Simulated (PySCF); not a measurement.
# Correlation energy of Pb⁺ (lead, charge +1)

[Xe] 4f14 5d10 6s1 6p1 7s1, high-spin 4P determinant (an excited configuration). All numbers are calculated (PySCF 2.14, a scalar-relativistic core potential, in aug-cc-pVQZ-PP with one added diffuse shell each of s, p, d, f, g type with ECP60MDF (8s8p6d4f3g, 117 functions)). Frozen: 5s2 5p6 5d10; 3 electrons correlated.

MP2 pair energies summed by pair of shells (mhartree):

```csv
pair,energy,share (%)
6p-7s,-3.03,41.9
6s-6p,-2.14,29.7
6s-7s,-2.05,28.4
```

Total MP2 correlation energy: -7.22 mhartree.

Same-spin part -7.22 and opposite-spin part 0.00 mhartree; SCS-MP2 scales them by 1/3 and 6/5 to -2.41 mhartree.
